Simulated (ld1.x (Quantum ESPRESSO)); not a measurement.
Ranking TM potentials for Mn

All share these settings but for the change named:

ld1.x (Quantum ESPRESSO) 7.5 input, shortened:

```
&input
   title='Mn', zed=25., rel=1, dft='PBE', iswitch=3,
   config='[Ar] 3d6 4s1 4p0'
 /
 &inputp
   pseudotype=2, tm=.true., lloc=-1, rcloc=1.25,
   nlcc=.false.
 /
3
3S  1  0   2.00   0.00  1.15  1.15  0.0
3P  2  1   6.00   0.00  0.90  0.90  0.0
3D  3  2   6.00   0.00  1.40  1.40  0.0
 &test
   configts(1)='3s2 3p6 3d6 4s1 4p0'
 /
```

Occupied shells without a wave of their own: 4s. They enter only through the test configuration that unscreens the potential.

Test errors are all-electron minus pseudo excitation energies from the reference, over 3s2 3p6 3d5 4s2 4p0; 3s2 3p6 3d5 4s1 4p0; 3s2 3p6 3d5 4s0 4p0; 3s2 3p6 3d5 4s1 4p1; 3s2 3p6 3d4 4s0 4p0; 3s2 3p6 3d5.5 4s1.5 4p0; 3s2 3p6 3d4 4s2 4p1. None of these files shows a bound ghost.

The base gives 85.6 meV.

Of 9 variants that were run, those that failed, showed a ghost or another fault, or gave nearly equal values are left out.

A variant can come out equal or close to the base, since the largest error may sit in a test that the change hardly touches while other tests move.

(1) Rank these variants by their largest absolute test error, smallest first.
A. wave 3p (bound): rc 0.90 bohr becomes 3p (bound): rc 0.56 bohr
B. all radii scaled by about 0.89 (s 1.02, p 0.80, d 1.24 bohr); local potential all-electron potential smoothed inside 1.12 bohr (lloc = -1)
C. local potential the d channel

Results:

(1) A (86.3 meV), B (142.3 meV), C (523.3 meV).
